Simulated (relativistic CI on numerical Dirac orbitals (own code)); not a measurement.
**Slater and spin-orbit integrals, Pb XXIX**

Computed by Dirac-Coulomb-Breit CI, separate exchange-only KLI orbitals for each configuration, model QED, unscaled Slater integrals (own radial code, finite nucleus).

Slater integrals F^k, G^k are unscaled and averaged over j, outside the closed core [Ar] 3d10 4p6 4d10; ζ comes from projecting the Hamiltonian with its Breit term on Σ l·s of the shell.

- 4s2 4f8: F^2(4f,4f) = 264200, F^4(4f,4f) = 171600, F^6(4f,4f) = 125280, ζ(4f) = 13812 cm⁻¹; <r>(4f) = 0.3936, <r^2>(4f) = 0.1785 (bohr units).
- 4s2 4f7 5s: F^2(4f,4f) = 266820, F^4(4f,4f) = 173410, F^6(4f,4f) = 126640, ζ(4f) = 14122, G^3(4f,5s) = 37823 cm⁻¹; <r>(4f) = 0.3903, <r^2>(4f) = 0.1755, <r>(5s) = 0.7045, <r^2>(5s) = 0.553 (bohr units).
- 4s2 4f6 5s2: F^2(4f,4f) = 269640, F^4(4f,4f) = 175360, F^6(4f,4f) = 128100, ζ(4f) = 14435 cm⁻¹; <r>(4f) = 0.3869, <r^2>(4f) = 0.1723 (bohr units).

Averages of the first 5 configurations, taken without configuration mixing, which lowers the lowest level and can move excited configurations by several eV; other configurations of the list can lie among them:

```json
{"Configuration": "4s2 4f8", "Parity": "even", "States": "3003", "Average energy above the lowest level (eV)": "28.1"}
{"Configuration": "4s2 4f7 5s", "Parity": "odd", "States": "6864", "Average energy above the lowest level (eV)": "161.7"}
{"Configuration": "4s2 4f6 5s2", "Parity": "even", "States": "3003", "Average energy above the lowest level (eV)": "306.5"}
{"Configuration": "4s 4f9", "Parity": "odd", "States": "4004", "Average energy above the lowest level (eV)": "796.0"}
{"Configuration": "4f10", "Parity": "even", "States": "1001", "Average energy above the lowest level (eV)": "1566.7"}
```
